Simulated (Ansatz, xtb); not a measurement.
# Isomers of H5InO3Si in order of energy

4 gas-phase structures of H5InO3Si, from a drawn sample of its isomers (lower ones may exist). Each was relaxed with GFN2-xTB; where two conformers were screened, the lower at r2SCAN-D4/def2-SVP is listed:

A. a singlet given by its coordinates
B. a singlet given by its coordinates
C. `[OH][InH][SiH](O)O`, a singlet
D. `O[Si](O)(O)[InH2]`, a singlet

B (Å):

```yaml
atoms:
  - { symbol: In, position_ang: [-0.0696, -1.4971, 1.2959] }
  - { symbol: O, position_ang: [-1.2042, 0.5229, 0.7045] }
  - { symbol: O, position_ang: [-0.5851, 1.0908, -1.7479] }
  - { symbol: O, position_ang: [-0.5502, -1.4686, -0.7309] }
  - { symbol: Si, position_ang: [-1.2972, -0.0779, -0.8733] }
  - { symbol: H, position_ang: [-1.3581, 1.4655, 0.7853] }
  - { symbol: H, position_ang: [-2.7099, -0.1840, -1.2015] }
  - { symbol: H, position_ang: [-0.2687, 0.8685, -2.6177] }
  - { symbol: H, position_ang: [1.5271, -1.0460, 1.5981] }
  - { symbol: H, position_ang: [-1.2369, -2.2801, 2.2197] }
```

Close contacts (Å): In1–O2 2.39, In1–O4 2.08, In1–Si5 2.87, O2–Si5 1.69, O3–Si5 1.62, O4–Si5 1.59, In1–H9 1.69, In1–H10 1.68, O2–H6 0.96, O3–H8 0.95, Si5–H7 1.45.

A (Å):

```xyz
10

In   -1.3666   -1.4341    1.5187
O    -2.6042   -0.6367   -0.4187
O    -0.3233   -0.0214    0.4213
O    -2.0656   -0.6096    3.1184
Si   -1.2769    0.3477   -0.7877
H    -3.3630   -0.5847   -0.9998
H    -1.7668    1.7235   -0.7563
H    -0.7926   -0.1087   -2.0859
H    -1.1470   -3.0210    1.0849
H    -1.8600    0.3278    3.1005
```

Close contacts (Å): In1–O2 2.43, In1–O3 2.07, In1–O4 1.93, In1–Si5 2.92, O2–Si5 1.69, O3–Si5 1.58, In1–H9 1.66, In1–H10 2.42, O2–H6 0.96, O4–H10 0.96, Si5–H7 1.46, Si5–H8 1.46.

Question: Make a reasoned guess at their ranking by r2SCAN-D4/def2-SVP single-point energy.

Answer: Calculated order at r2SCAN-D4/def2-SVP: B (0.0), D (79.4), A (98.3), C (153.0) kJ/mol.

Energies above the lowest of each column, in kJ/mol; the last columns are at PBE0-D4/def2-SVP geometries and were run for some of them only (a dash: not run or not comparable):

| structure | GFN2-xTB | HF/STO-3G | r2SCAN-D4/def2-SVP | PBE0-D4/def2-SVP | CCSD(T)/def2-SVP + ΔMP2/def2-TZVPP |
| --- | --- | --- | --- | --- | --- |
| B | 0.0 | 0.0 | 0.0 | 0.0 | 0.0 |
| D | 111.7 | 183.2 | 79.4 | 63.0 | 69.8 |
| A | 61.6 | 34.0 | 98.3 | 93.3 | – |
| C | 117.5 | 220.0 | 153.0 | – | – |

Every level run on B puts it lowest or level with the lowest. Some further structures that were screened fall inside this span and aren't listed. Flexible structures stand in one conformer each, not always the lowest. Frequencies (GFN2-xTB) were run for B, D alone. The ΔMP2 step shifts differences by up to 26.0 kJ/mol, which makes them less sure. Atoms past krypton carry core potentials in the def2 sets, without spin–orbit terms. ΔMP2 is the change of the MP2 energy from the smaller to the larger basis.

Over these structures GFN2-xTB departs from r2SCAN-D4/def2-SVP by 26.1 kJ/mol on average once a common shift is removed. A GFN2-xTB relaxation took about 0.28 s and the r2SCAN-D4/def2-SVP energy about 2.6 s on a shared host (Ansatz 0.2.0, xtb 6.7.1).
